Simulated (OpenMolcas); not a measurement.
An atom or ion with 44 electrons was computed by XMS-CASPT2, IPEA 0.25 Eh, imaginary shift 0.1 Eh with spin-orbit coupling (OpenMolcas, ANO-RCC-VTZP, DKH2). The lowest levels that the run gave, each within 12 % of the measured value where one is at hand:

```
J  Parity  E (cm⁻¹)      g
4    even       0.0  1.248
3    even      3990  1.084
2    even      5680  0.722
2    even     12140  1.250
1    even     16210  1.501
0    even     16440       
2    even     17480  1.195
4    even     21230  1.002
0    even     49020
```

Question: Which ion is it, and what are the configurations and terms?

Answer: Ag3+ (Z = 47, charge +3; active space 8 electrons in 10 orbitals (4d 5d)). J, parity and g give the terms where levels are pure, and mixed ones are named by the computed weights; the size of the splittings, set against known spectra of the 44-electron sequence, gives the charge. In order, with the measured energies in cm⁻¹ (the list in Gamrath, thesis, University of Mons (2023)): 4d⁸ ³F₄, 4d⁸ ³F₃ (4172), 4d⁸ ³F₂ (5830), 4d⁸ ³P₂ [57 %] (11872), 4d⁸ ³P₁ (15900), 4d⁸ ³P₀ (16092), 4d⁸ ¹D₂ [54 %], 4d⁸ ¹G₄ (20570), 4d⁸ ¹S₀ (47139).

Term energies are means over components that CASPT2 splits; among the terms shown or strongly mixed into the levels shown the widest spread is 800 cm-1 (4d⁸ ³F). Active for correlation alone: 5d; no level in the range computed is led by a configuration that fills it, so any true level of that kind is missing. Measured partners are found by configuration, term and J. A level has none where our copy of the source lacks it or the pairing is in doubt (some pairs that miss far off the trend of their configuration count as doubtful), and it then counts in no deviation. Only configurations of the active space appear.

A share in square brackets marks a mixed level and gives the weight of the term that names it.
